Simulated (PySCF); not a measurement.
**Worked example: oscillator strength and radiative lifetime**

In(F)(Br)(OH) (BrFHInO), SMILES [In]([Br])([F])[OH].

Coordinates come from a B3LYP-D3(BJ)/def2-SVP optimisation. The structure was generated by enumeration; whether it is a known compound was not checked. The def2 effective core potentials stand for the cores of In; spin–orbit coupling is left out. Other conformers were not sampled.

TDDFT-PBE/def2-SVPD run with PySCF puts the first singlet state with f over 0.02 at 4.85 eV (vertical), with the transition dipole (-0.369, -0.527, 0.000) in atomic units.

**Question.** Find the oscillator strength, the wavelength and the radiative lifetime that this transition would have in vacuum if emission retraced absorption.

**Answer.** 
|μ|² = 0.4139 au, so |μ| = 1.64 D. ΔE = 4.85/27.211 = 0.1782 hartree. f = (2/3) ΔE |μ|² = 0.049 (the program prints 0.049).
λ = 1239.84/4.85 = 256 nm; ν = 39118 cm⁻¹.
Einstein's coefficient A = 0.6670 ν² f s⁻¹ (ν in cm⁻¹) = 5.0e7 s⁻¹, so τ = 1/A = 20 ns. This state is S4; the lower singlets have f = 0.000, 0.012, 0.014. The figure is the radiative limit of this one transition; relaxation, internal conversion, crossing to triplets and a medium change what is measured.
